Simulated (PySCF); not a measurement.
Compound: C6H13PS.
SMILES with atom numbers: `[CH3:1][C@@H:2]1[CH2:3][CH2:4][CH2:5][P@H:6](=[S:7])[CH2:8]1` (hydrogens: H9, H10, H11 on C1; H12 on C2; H13, H14 on C3; H15, H16 on C4; H17, H18 on C5; H19 on P6; H20, H21 on C8)

Method: PBE0-D3(BJ)/def2-SVP geometry optimisation, gas phase in PySCF; density fitting, grid level 1; the optimiser is geomeTRIC in internal coordinates, started from a GFN2-xTB structure.

Step 0: E = -26534.2101 eV
```
atom  x, y, z in Å  |  force x, y, z in eV/Å
C1     -2.3763   -0.7334   -0.1906    0.547   0.094   0.332
C2     -0.9614   -0.3739    0.2581   -0.277   0.101  -0.704
C3     -0.6628    1.0986   -0.0345    0.301  -0.233   0.677
C4      0.6611    1.5680    0.5646   -0.114  -0.227  -0.562
C5      1.8612    0.8916   -0.0872   -0.218  -0.127   0.256
P6      1.7748   -0.9331    0.0686   -0.128   0.226  -0.519
S7      3.1609   -1.9482   -0.8114    0.307  -0.213  -0.183
C8      0.0496   -1.2841   -0.4383    0.152   0.201   0.388
H9     -3.1072   -0.1198    0.3309   -0.363   0.231   0.183
H10    -2.5930   -1.7784    0.0186   -0.151  -0.431   0.050
H11    -2.4890   -0.5663   -1.2598   -0.078   0.054  -0.460
H12    -0.8870   -0.5345    1.3405    0.003  -0.020   0.290
H13    -1.4697    1.7074    0.3794   -0.277   0.201   0.039
H14    -0.6497    1.2556   -1.1161   -0.080   0.089  -0.378
H15     0.6654    1.3590    1.6375   -0.015   0.055   0.373
H16     0.7514    2.6495    0.4374    0.066   0.317   0.067
H17     2.8030    1.2283    0.3566    0.258  -0.026   0.039
H18     1.9086    1.1092   -1.1603    0.046  -0.009  -0.224
H19     1.6908   -1.0837    1.4615   -0.051  -0.055   0.552
H20    -0.1522   -2.3397   -0.2291    0.042  -0.241   0.007
H21     0.0124   -1.1552   -1.5267    0.031   0.012  -0.223
```

**Question.** Estimate the geometry and energy of step 1. (The exact step hangs on the optimiser's Hessian estimate; all steps are aligned on step 0, rigid shifts and turns removed.)

**Answer.** E = -26534.2622 eV, largest force 0.207 eV/Å
```
atom  x, y, z in Å  |  force x, y, z in eV/Å
C1     -2.3794   -0.7395   -0.2083   -0.084  -0.004  -0.028
C2     -0.9754   -0.3714    0.2468    0.086   0.006   0.122
C3     -0.6746    1.1091    0.0007   -0.056   0.020  -0.114
C4      0.6670    1.5767    0.5527    0.013   0.034   0.105
C5      1.8630    0.8796   -0.0865    0.081   0.011  -0.078
P6      1.7882   -0.9400    0.0695   -0.070   0.048   0.189
S7      3.1747   -1.9581   -0.8317    0.010  -0.003  -0.006
C8      0.0611   -1.2781   -0.4229   -0.018  -0.083  -0.086
H9     -3.1355   -0.1217    0.3021    0.012  -0.020  -0.017
H10    -2.6080   -1.7961    0.0026    0.013   0.023  -0.008
H11    -2.4952   -0.5822   -1.2942    0.009  -0.005   0.031
H12    -0.9155   -0.5413    1.3409   -0.014  -0.004  -0.058
H13    -1.4815    1.7156    0.4446    0.019  -0.017  -0.003
H14    -0.7113    1.3003   -1.0901   -0.006   0.007   0.064
H15     0.6852    1.4130    1.6467    0.008   0.017  -0.049
H16     0.7702    2.6656    0.4097   -0.008  -0.036   0.003
H17     2.8251    1.2075    0.3384   -0.029   0.002  -0.010
H18     1.9132    1.0740   -1.1729    0.006  -0.008   0.044
H19     1.7094   -1.0934    1.4950    0.024  -0.006  -0.132
H20    -0.1310   -2.3451   -0.2215   -0.001   0.031  -0.013
H21     0.0415   -1.1577   -1.5220    0.006  -0.012   0.045
```

The energy changes by -0.0521 eV. The first-order estimate −F·Δx gives -0.1178 eV and the mean of the old and new forces, exact on a quadratic surface, -0.0527 eV. The step makes an angle of 72° with the force vector and moves no atom by more than 0.080 Å.

What follows is the cost of the whole optimisation. Time: 50 s wall; peak memory 0.78 GiB. Hardware: one thread, Arm Neoverse V2 (aarch64), shared host.
